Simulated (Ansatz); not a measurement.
Correlation energies of `F[SiH](Cl)O[SiH3]` by basis set

Z-matrix (Å, degrees):
```
Si
Cl 1 2.036
O 1 1.603 2 110.5
F 1 1.584 2 107.3 3 -119.4
H 1 1.466 2 110.1 3 122.5
Si 3 1.647 1 149.6 2 -34.0
H 6 1.483 3 109.5 1 -72.4
H 6 1.483 3 109.5 1 48.2
H 6 1.481 3 107.4 1 168.0
```

The species carries charge 0 and has multiplicity 1. The geometry is a stationary point of PBE0-D4/def2-TZVP. It is one conformer, not always the lowest. Frozen core, restricted reference, Ansatz. CBS rows extrapolate triple and quadruple zeta; past MP2 they add the triple-zeta difference.

```
     basis      HF (Eh)  MP2 corr.  CCSD corr.       (T)  CCSD(T) total
  def2-SVP  -1213.73704   -0.68728    -0.73263  -0.01391    -1214.48358
def2-TZVPP  -1214.34614   -0.90932    -0.95361  -0.03234    -1215.33209
def2-QZVPP  -1214.38701   -0.99201           –         –              –
 CBS(def2)  -1214.39264   -1.05326    -1.09755     as TZ    -1215.52253
```
